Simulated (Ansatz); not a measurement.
A nudged elastic band was laid between two geometries of C2H12N2Si2 (18 atoms, charge 0, multiplicity 1).

Computed with Ansatz, RKS PBE0/6-31G*.

| Property | Result |
| --- | --- |
| movable images | 7 |
| climbing image | yes |
| spring | 5.0 eV/Å² |
| optimiser | quadratic models (default) |
| start path | through a guess of the saddle point |
| force threshold | 0.05 eV/Å |
| iteration limit | 60 |
| end points | relaxed |

Image 0:

```xyz
18
Properties=species:S:1:pos:R:3
C 0.976 -2.291 -0.664
N 1.326 -0.888 -0.703
Si 0.212 0.422 -0.897
N 1.063 1.690 -1.708
Si -0.673 1.386 1.060
C -1.841 0.195 1.956
H 0.053 -2.449 -1.232
H 1.756 -2.906 -1.131
H 0.807 -2.679 0.353
H 2.211 -0.676 -0.261
H -0.922 -0.234 -1.635
H 0.758 2.649 -1.614
H 1.471 1.517 -2.618
H 0.430 1.786 1.991
H -1.419 2.646 0.737
H -2.255 0.653 2.860
H -2.676 -0.092 1.308
H -1.315 -0.720 2.251
```

Image 8:

```xyz
18
Properties=species:S:1:pos:R:3
C 0.755 -2.119 -0.440
N 1.146 -0.791 -0.928
Si -0.435 0.495 -1.396
N 0.683 1.770 -1.921
Si -0.604 1.114 0.920
C -1.874 0.132 1.935
H 0.030 -2.543 -1.140
H 1.611 -2.794 -0.336
H 0.267 -2.007 0.532
H 1.779 -0.331 -0.274
H 1.646 -0.857 -1.813
H 1.025 2.518 -1.331
H 0.576 2.102 -2.871
H 0.728 0.970 1.632
H -0.942 2.570 1.061
H -1.918 0.480 2.973
H -2.873 0.240 1.498
H -1.638 -0.939 1.950
```

Question: Which bonds break or form, and what moves?

Answer: Bonds broken: Si3–H11. Bonds formed: N2–H11.

Question: Give the energies along the band, and the barrier.

Answer: It converged. The highest image is number 4 of 0 to 8, 66.7 kcal/mol above the first end and 37.3 kcal/mol above the last; the last end lies 29.4 kcal/mol above the first. Neighbouring images differ by up to 2.4 eV, so the band resolves the path poorly. A vibrational analysis at the climbing image gives one clearly imaginary mode, 1533i cm⁻¹: a first-order saddle point. The orbitals stay closed-shell, which can raise the energy where a bond breaks towards radicals; this wasn't checked here.

```
image  path coordinate (Å)  energy (kcal/mol)  Si3–H11 (Å)  N2–H11 (Å)
    0                 0.00                0.0         1.50        2.52
    1                 0.98                0.5         1.50        2.55
    2                 1.96                1.9         1.50        2.59
    3                 2.95               10.7         1.48        2.34
    4                 3.93               66.7         1.62        1.41
    5                 4.93               31.9         2.42        1.02
    6                 5.92               30.0         2.54        1.02
    7                 6.92               29.6         2.53        1.02
    8                 7.91               29.4         2.52        1.02
```

Question: What is the geometry of the highest image?

Answer: 
```xyz
18
Properties=species:S:1:pos:R:3
C 0.776 -2.025 -0.201
N 1.086 -0.956 -1.117
Si -0.009 0.627 -1.212
N 1.098 1.860 -1.744
Si -0.713 1.221 0.965
C -1.820 -0.059 1.814
H -0.311 -2.186 -0.207
H 1.253 -2.968 -0.493
H 1.065 -1.790 0.836
H 2.071 -0.827 -1.340
H 0.108 -0.721 -2.105
H 1.526 2.524 -1.113
H 1.027 2.228 -2.681
H 0.444 1.548 1.866
H -1.484 2.496 0.816
H -2.216 0.337 2.755
H -2.668 -0.320 1.173
H -1.271 -0.979 2.039
```

The band took 23 iterations and about 14 core-minutes.

Run time: 7.4 min on 2 threads of Intel(R) Xeon(R) 6975P-C (Granite Rapids) (shared host), peak memory 0.36 GiB.
